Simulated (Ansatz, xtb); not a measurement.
Species: sum formula SnOH, net charge 1, singlet state. It need not be the lowest isomer of its formula. 
Structure (B3LYP-D3(BJ)/def2-TZVP (Ansatz, a first-principles code) minimum search):
SMILES: [OH+]=[Sn]
```xyz
3

O      0.0000     0.0000    -1.5731
Sn     0.0000     0.0000     0.3024
H      0.0000     0.0000    -2.5373
```
Charge +1, spin multiplicity 1.

Harmonic wavenumbers from GFN2-xTB (xtb, at its own minimum), cm⁻¹: 480, 480, 487, 3343.

Q: Give the harmonic wavenumbers at B3LYP-D3(BJ)/def2-TZVP (Ansatz, finite differences of forces, unscaled).

A: 102, 102, 747, 3824 cm⁻¹. Zero-point energy 6.8 kcal/mol.

Q: From these and the geometry, give the ideal-gas thermochemistry at 298.15 K and 1 atm (rigid rotor, harmonic oscillator).

A: Point group C∞v, rotational symmetry number 1. Rotational constants 8.954, 8.954 GHz. S(trans) 40.63, S(rot) 14.99, S(vib) 7.09, S(elec, spin only) 0.00, S 62.7 cal/(mol K). H(298) - H(0) 3.05 kcal/mol; G - E(el) -8.8 kcal/mol.
